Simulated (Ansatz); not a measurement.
A nudged elastic band was laid between two geometries of CH4 + CH5AlFN (14 atoms, charge 0, multiplicity 1).

The calculation used Ansatz, RKS CAM-B3LYP-D4/cc-pVDZ.

| Quantity | Value |
| --- | --- |
| movable images | 5 |
| climbing image | yes |
| spring | 5.0 eV/Å² |
| optimiser | quadratic models (default) |
| start path | through a guess of the saddle point |
| force threshold | 0.05 eV/Å |
| iteration limit | 60 |
| end points | relaxed |

Initial state:

```xyz
14
Properties=species:S:1:pos:R:3
Al -0.879 0.316 -0.601
N 0.025 1.306 -1.762
C -1.003 -1.618 -0.628
F -1.776 1.183 0.548
H 1.549 0.658 0.727
C 1.221 0.314 1.720
H 0.585 0.944 -2.527
H 0.049 2.321 -1.758
H -0.251 -2.078 -1.287
H -0.876 -2.035 0.383
H -1.997 -1.933 -0.984
H 1.284 -0.781 1.775
H 1.880 0.758 2.478
H 0.189 0.644 1.915
```

Final state:

```xyz
14
Properties=species:S:1:pos:R:3
Al -0.464 0.125 0.285
N 0.532 1.126 -1.252
C -1.047 -1.545 -0.574
F -1.665 1.358 0.354
H 1.474 1.442 -1.015
C 0.836 0.157 1.759
H 0.582 0.613 -2.134
H -0.044 1.958 -1.408
H -0.194 -2.170 -0.894
H -1.643 -2.166 0.117
H -1.679 -1.367 -1.462
H 1.745 -0.428 1.528
H 1.157 1.180 2.019
H 0.411 -0.282 2.678
```

Problem. Which bonds break or form, and what moves?

Solution. Bonds broken: H5–C6. Bonds formed: Al1–C6, N2–H5. CH4 + CH5AlFN becomes C2H9AlFN.

Problem. Give the energies along the band, and the barrier.

Solution. It converged. The highest image is number 3 of 0 to 6, 124.4 kJ/mol above the first end and 149.1 kJ/mol above the last; the last end lies 24.7 kJ/mol below the first. A vibrational analysis at the climbing image gives one clearly imaginary mode, 1482i cm⁻¹: a first-order saddle point. The orbitals stay closed-shell, which can raise the energy where a bond breaks towards radicals; this wasn't checked here.

```tsv
image	path coordinate (Å)	energy (kJ/mol)	H5–C6 (Å)	Al1–C6 (Å)	N2–H5 (Å)
0	0.00	0.0	1.10	3.13	2.99
1	0.93	1.9	1.10	3.09	2.72
2	1.86	15.9	1.10	2.77	2.21
3	2.79	124.4	1.41	2.18	1.35
4	3.49	18.0	2.08	2.00	1.03
5	4.20	-19.3	2.69	1.97	1.02
6	4.90	-24.7	3.12	1.97	1.02
```

Problem. What is the geometry of the highest image?

Solution. 
```xyz
14
Properties=species:S:1:pos:R:3
Al -0.677 0.191 -0.061
N 0.462 1.229 -1.201
C -1.084 -1.656 -0.500
F -1.866 1.217 0.590
H 0.993 0.918 0.002
C 1.020 0.349 1.297
H 0.902 0.862 -2.044
H 0.253 2.219 -1.340
H -0.216 -2.184 -0.927
H -1.410 -2.219 0.389
H -1.902 -1.713 -1.238
H 1.862 -0.356 1.219
H 1.360 1.260 1.814
H 0.302 -0.117 2.001
```

Problem. What are the harmonic wavenumbers there?

Solution. 1482i, 63, 102, 137, 152, 188, 221, 301, 359, 519, 578, 592, 633, 640, 695, 703, 713, 731, 855, 1234, 1258, 1335, 1432, 1435, 1444, 1514, 1554, 1837, 3019, 3046, 3098, 3126, 3130, 3147, 3521, 3615 cm⁻¹.

Run time: 4.2 min on 4 threads of Arm Neoverse N1, on a shared host, peak memory 0.35 GiB.
